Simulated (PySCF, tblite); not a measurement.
Isomers of C4H7ClSi, one GFN2-xTB conformer each. Single-point energies are computed at PBE0/pcSseg-1 (PySCF, gas phase, no added dispersion term), electronic only.

Task: Rank them by PBE0/pcSseg-1 energy, lowest first (kcal/mol).
A. `[Cl:1][CH2:2]/[CH:3]=[C:4]1\[CH2:5][SiH2:6]1` with Cl1–C2–C3–C4 -112°
B. `[Cl:1][CH2:2]/[CH:3]=[C:4]1/[CH2:5][SiH2:6]1` with Cl1–C2–C3–C4 108°
C. `[Cl:1][CH2:2][SiH2:3][C:4]1=[CH:5][CH2:6]1` with Cl1–C2–Si3–C4 -64°, C2–Si3–C4–C5 121°

Result: B (0.0), A (0.4), C (8.1).

Neighbours under 2.5 kcal/mol apart (ClC/C=C1/C[SiH2]1 and ClC/C=C1\C[SiH2]1) can change places with a better method, another conformer or zero-point energy. ClC/C=C1/C[SiH2]1 and ClC/C=C1\C[SiH2]1 are stereoisomers, 0.4 kcal/mol apart in the conformers taken. GFN2-xTB itself gives, in the same order: 0.0, 0.1, 11.6. Both levels put the same isomer lowest; measured from each level's own lowest isomer, the values differ by up to 3.5 kcal/mol (ClC[SiH2]C1=CC1: 11.6 against 8.1).

Task: Which frontier levels, dipoles and rotational constants go with these structures?

Result: 
```json
{"SMILES": "ClC/C=C1/C[SiH2]1", "HOMO (eV, PBE0/pcSseg-1)": "-7.51", "LUMO (eV)": "-0.86", "dipole (D)": "2.42", "A, B, C (MHz)": "5649, 954.9, 898.3"}
{"SMILES": "ClC/C=C1\\C[SiH2]1", "HOMO (eV, PBE0/pcSseg-1)": "-7.41", "LUMO (eV)": "-0.86", "dipole (D)": "2.44", "A, B, C (MHz)": "7489, 864.5, 855.4"}
{"SMILES": "ClC[SiH2]C1=CC1", "HOMO (eV, PBE0/pcSseg-1)": "-7.35", "LUMO (eV)": "-0.72", "dipole (D)": "1.62", "A, B, C (MHz)": "3536, 1346, 1123"}
```

Task: What happens when harmonic zero-point energies from GFN2-xTB frequencies are added?

Result: 
| SMILES | ZPE (kcal/mol) | electronic (kcal/mol) | with ZPE (kcal/mol) |
| --- | --- | --- | --- |
| ClC/C=C1/C[SiH2]1 | 57.3 | 0.0 | 0.0 |
| ClC/C=C1\C[SiH2]1 | 57.3 | 0.4 | 0.5 |
| ClC[SiH2]C1=CC1 | 56.6 | 8.1 | 7.4 |

The zero-point energies span 0.7 kcal/mol. The order is unchanged.
